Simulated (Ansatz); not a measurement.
The first iterations of a band of CH₇NOSiSn (12 atoms, charge 0, multiplicity 1).

All numbers below come from RKS CAM-B3LYP-D4/def2-SVP in Ansatz 0.2.0.

| Item | Value |
| --- | --- |
| movable images | 6 |
| climbing image | no |
| spring | 5.0 eV/Å² |
| optimiser | quadratic models (default) |
| start path | IDPP |
| force threshold | 0.05 eV/Å |
| iteration limit | 50 |
| end points | relaxed |

Image 0:

```xyz
12
Properties=species:S:1:pos:R:3
N -0.489 1.652 -0.097
C -0.094 0.295 -0.244
Sn 1.048 -0.624 1.354
O 0.594 0.038 -1.535
Si -0.920 -0.682 -1.558
H 0.202 2.253 0.347
H -1.396 1.774 0.343
H 1.500 -2.222 0.950
H 0.117 -0.635 2.795
H 2.442 0.338 1.618
H -1.960 -0.081 -2.418
H -0.967 -2.160 -1.521
```

Image 7:

```xyz
12
Properties=species:S:1:pos:R:3
N -0.453 1.618 0.141
C -0.132 0.278 -0.153
Sn 1.054 -0.637 1.403
O 0.477 0.018 -1.512
Si -1.028 -0.711 -1.401
H 0.373 2.212 0.209
H -1.111 2.049 -0.505
H 1.578 -2.178 0.882
H 0.138 -0.789 2.839
H 2.403 0.378 1.688
H -2.127 -0.103 -2.187
H -1.096 -2.189 -1.370
```

| iteration | highest image above the first end (eV) | largest band force component (eV/Å) |
| --- | --- | --- |
| 1 | 0.036 | 0.530 |
| 2 | 0.015 | 0.319 |

Problem. Does the band converge within its limit, and where does its top end?

Solution. The forces met the threshold. It ended after 6 iterations with the highest image 0.005 eV above the first end. The top lies less than 8 meV above the higher end, about what the thresholds resolve: that end is a shoulder or a very shallow well. No image climbed, so the highest image needn't sit at the top of the path.

The run took 3.9 min on 2 threads of Arm Neoverse V1, on a shared host, peak memory 0.39 GiB.
